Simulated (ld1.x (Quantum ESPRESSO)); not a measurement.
Debugging a pseudopotential input (Te (Z = 52), ld1.x (Quantum ESPRESSO) 7.5)

Command:

```bash
ld1.x < Te.in > Te.out
```

Input:

```
&input
   title='Te', zed=52., rel=1, dft='PZ', iswitch=3, rmax=20.0,
   config='[Kr] 4d10 5s1.75 5p4.25 5d-2',
   nld=3, rlderiv=2.55, eminld=-3.0, emaxld=5.0, deld=0.02
 /
 &inputp
   pseudotype=1, tm=.true., lloc=2,
   nlcc=.true., new_core_ps=.true., rcore=1.15,
   file_pseudopw='Te.pp', file_wfcaegen='ae.wfc', file_wfcncgen='nc.wfc'
 /
3
5S  1  0   1.75   0.00  1.85  1.85  0.0
5P  2  1   4.25   0.00  2.35  2.35  0.0
5D  3  2  -2.00   0.30  1.85  1.85  0.0
 &test
   configts(1)='5s1.75 5p4.25'
 /
```

This is an input that runs to its end, with one change: mesh end rmax=20.0.

How does the run end?

The program runs through. The occupied levels of the test differ from the all-electron ones by at most 0.00001 Ry (unchanged input: 0.00001 Ry).

```

      Wfc   5S  rcut= 1.866  Using Troullier-Martins method

      Wfc   5P  rcut= 2.337  Using Troullier-Martins method

     ------------------- End of pseudopotential generation -------------------

     Computing logarithmic derivative in   2.53457
     Computing logarithmic derivative in   2.53457
     Computing the partial wave expansion
     R is outside the sphere for l=    0 j= 0.00
     R is outside the sphere for l=    1 j= 0.00
       no projector for channel:   2

     ---------------------- Testing the pseudopotential ----------------------

     Te
     scalar relativistic calculation

     atomic number is 52.00   valence charge is  6.00
     dft =PZ   lsd =0 sic =0 latt =0  beta=0.20 tr2=1.0E-14
     mesh =1117 r(mesh) =  20.06057 xmin = -7.00 dx = 0.01250

     n l     nl             e AE (Ry)        e PS (Ry)    De AE-PS (Ry)
     1 0     5S   1( 1.75)       -1.14327       -1.14328        0.00001
     2 1     5P   1( 4.25)       -0.45980       -0.45980        0.00000

     eps = 1.1E-16  iter =  4

     Etot =  -13577.526607 Ry,   -6788.763303 Ha, -184731.660378 eV
     Etotps =   -75.100932 Ry,     -37.550466 Ha,   -1021.800240 eV

     Ekin =       4.709263 Ry,       2.354631 Ha,      64.072782 eV
     Encl =     -24.596705 Ry,     -12.298353 Ha,    -334.655220 eV
     Ehrt =      13.102706 Ry,       6.551353 Ha,     178.271394 eV
     Ecxc =     -63.285950 Ry,     -31.642975 Ha,    -861.049220 eV
     (Ecc =     -58.747771 Ry,     -29.373886 Ha,    -799.304144 eV)
     Epseu=      -5.030245 Ry,      -2.515123 Ha,     -68.439976 eV

     ---------------------- End of pseudopotential test ----------------------
```
